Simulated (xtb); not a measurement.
GaHFCl, SMILES [F][GaH][Cl]. All values are semi-empirical tight-binding results from xtb (GFN2-xTB unless named), good for trends rather than for accurate numbers. The structure is a stationary point at GFN2-xTB.

For metal compounds this method's bond lengths and energies can be far off.

| Property | Result |
|---|---|
| point group as xtb finds it | Cs |
| orbital gap | 4.92 eV |
| zero-point energy | 5.1 kcal/mol |
| G − E(el) at 298.15 K (modified RRHO) | -12.8 kcal/mol |
